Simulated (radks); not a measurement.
Effect of the nuclear size on neutral terbium, [Xe] 4f9 6s2. Calculated with a radial shooting solver on a logarithmic mesh with Libxc functionals: Dirac Kohn-Sham, LDA (Slater exchange, Perdew-Wang correlation), spin-unpolarised, spherical densities, finite nucleus; open shells fill j = l - 1/2 first; Fermi nuclear charge, rms radius 5.06 fm. The rms radius is varied about that value; shifts are against it.

rms radius (fm) = 4.2858: total energy shift (eV) -6.36; density at nucleus (e/bohr^3) 7.145e+05; 1s1/2 shift (meV) -2620; 2s1/2 shift (meV) -340; 5s1/2 shift (meV) -2.55; 5p1/2 shift (meV) 0.309; 6s1/2 shift (meV) -0.108; 4f7/2 shift (meV) 0.499; 6p1/2 (empty) shift (meV) 0.098
rms radius (fm) = 4.6552: total energy shift (eV) -3.42; density at nucleus (e/bohr^3) 6.991e+05; 1s1/2 shift (meV) -1410; 2s1/2 shift (meV) -183; 5s1/2 shift (meV) -1.37; 5p1/2 shift (meV) 0.166; 6s1/2 shift (meV) -0.058; 4f7/2 shift (meV) 0.269; 6p1/2 (empty) shift (meV) 0.053
rms radius (fm) = 5.06: total energy shift (eV) 0; density at nucleus (e/bohr^3) 6.839e+05; 1s1/2 shift (meV) 0.000; 2s1/2 shift (meV) 0.000; 5s1/2 shift (meV) 0.000; 5p1/2 shift (meV) 0.000; 6s1/2 shift (meV) 0.000; 4f7/2 shift (meV) 0.000; 6p1/2 (empty) shift (meV) 0.000
rms radius (fm) = 5.4041: total energy shift (eV) 3.07; density at nucleus (e/bohr^3) 6.722e+05; 1s1/2 shift (meV) 1270; 2s1/2 shift (meV) 164; 5s1/2 shift (meV) 1.23; 5p1/2 shift (meV) -0.149; 6s1/2 shift (meV) 0.052; 4f7/2 shift (meV) -0.241; 6p1/2 (empty) shift (meV) -0.047
rms radius (fm) = 5.5761: total energy shift (eV) 4.67; density at nucleus (e/bohr^3) 6.667e+05; 1s1/2 shift (meV) 1920; 2s1/2 shift (meV) 250; 5s1/2 shift (meV) 1.87; 5p1/2 shift (meV) -0.227; 6s1/2 shift (meV) 0.079; 4f7/2 shift (meV) -0.366; 6p1/2 (empty) shift (meV) -0.072

Slopes of the eigenvalues against <r^2> in GHz/fm^2, as finite differences over the two radii next to the reference (eigenvalue slopes, not the field-shift constants of lines): 1s1/2 85900, 2s1/2 11200, 5s1/2 83.8, 5p1/2 -10.1, 6s1/2 3.54, 4f7/2 -16.4, 6p1/2 (empty) -3.21.
